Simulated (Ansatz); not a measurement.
Cost and result up the ladder for the cluster Hf2S3 (the lowest singlet isomer of a short search) (5 atoms). The state is a singlet with charge 0. Geometry: r2SCAN-D4/def2-SVP.

```xyz
5

Hf    0.636   -0.425    1.017
Hf   -0.636    0.425   -1.018
S     0.340   -1.815   -0.970
S     1.367    1.562   -0.202
S    -1.706    0.253    1.172
```

Ansatz on 4 threads of Intel Xeon Platinum 8259CL on a shared host. Times are rough, and most runs start from the orbitals of an earlier one. No level here is sound enough to serve as a yardstick. Binding counts from free atoms at the same level (Hf triplet, S triplet; other spins of the atoms weren't run), without zero-point energy or a counterpoise term.

In the def2 sets Hf takes a core potential; there is no spin–orbit coupling. Correlated methods freeze 15 core orbitals; core or outer-core shells of Hf are correlated, in sets that lack core-valence functions. No other spin state of charge 0 was run. The structure comes from a short search, and lower isomers may exist.

Run but left out: BHLYP-D4/def2-TZVP (restricted singlet, unstable in another Hartree–Fock run and untested here); CCSD(T)/def2-TZVP (restricted singlet, unstable towards broken spin symmetry).

Correlated methods converge slowly with the basis.

```csv
level,functions,wall time
PBE-D4/def2-SVP,118,1.8 s
PBE0-D4/def2-SVP,118,2.3 s
PBE-D4/def2-TZVP (with forces),191,3.6 s
RPA@PBE/def2-TZVP,191,5.5 s
PBE0-D4/def2-TZVP,191,6 s
r2SCAN-D4/def2-TZVP,191,6.5 s
B97M-V/def2-TZVP,191,9.5 s
ωB97X-V/def2-TZVP,191,10 s
```

(1) Estimate what each level gives for the binding energy per atom (eV).

Answers

(1) 
| level | binding energy per atom (eV) | remarks |
| --- | --- | --- |
| PBE-D4/def2-SVP | 4.62 | restricted SCF unstable in HF |
| PBE0-D4/def2-SVP | 4.40 | restricted SCF unstable in HF |
| PBE-D4/def2-TZVP (with forces) | 4.64 | – |
| RPA@PBE/def2-TZVP | 3.99 | – |
| PBE0-D4/def2-TZVP | 4.46 | restricted SCF unstable in HF |
| r2SCAN-D4/def2-TZVP | 4.56 | restricted SCF unstable in HF |
| B97M-V/def2-TZVP | 4.49 | restricted SCF unstable in HF |
| ωB97X-V/def2-TZVP | 4.37 | restricted SCF unstable in HF |
